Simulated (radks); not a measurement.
Question: The mean radii <r> (bohr) of the occupied orbitals of an atom or ion are listed with their occupations. All-electron calculation, scalar-relativistic Kohn-Sham, B86b exchange with PBE correlation, spin-polarised, spherical densities, point nucleus. Program: a radial shooting solver on a logarithmic mesh with Libxc functionals.

| orbital | occ. | <r> |
|---|---|---|
| 1s down | 1 | 0.01658 |
| 1s up | 1 | 0.01658 |
| 2s up | 1 | 0.06991 |
| 2s down | 1 | 0.06990 |
| 2p up | 3 | 0.06328 |
| 2p down | 3 | 0.06328 |
| 3s up | 1 | 0.1806 |
| 3s down | 1 | 0.1806 |
| 3p up | 3 | 0.1821 |
| 3p down | 3 | 0.1821 |
| 3d up | 5 | 0.1650 |
| 3d down | 5 | 0.1650 |
| 4s up | 1 | 0.3991 |
| 4s down | 1 | 0.3991 |
| 4p up | 3 | 0.4254 |
| 4p down | 3 | 0.4254 |
| 4d up | 5 | 0.4488 |
| 4d down | 5 | 0.4488 |
| 5s up | 1 | 0.8982 |
| 5s down | 1 | 0.8962 |
| 4f up | 7 | 0.4822 |
| 4f down | 7 | 0.4815 |
| 5p up | 3 | 1.027 |
| 5p down | 3 | 1.025 |
| 5d up | 5 | 1.336 |
| 5d down | 3 | 1.341 |

Name the element and its charge. Open shells, if any, are filled with parallel spins first.

Answer: Z = 80, mercury, charge +4: Hg4+ in [Xe] 4f14 5d8. The 1s radius gives Z: for a bare nucleus <r> = (2 gamma + 1)/(2Z) with gamma = sqrt(1 - (Z/c)^2), 0.0164 bohr for Z = 80, and screening makes it slightly larger (0.01658 here). The occupations add up to 76, and the charge is Z minus that.
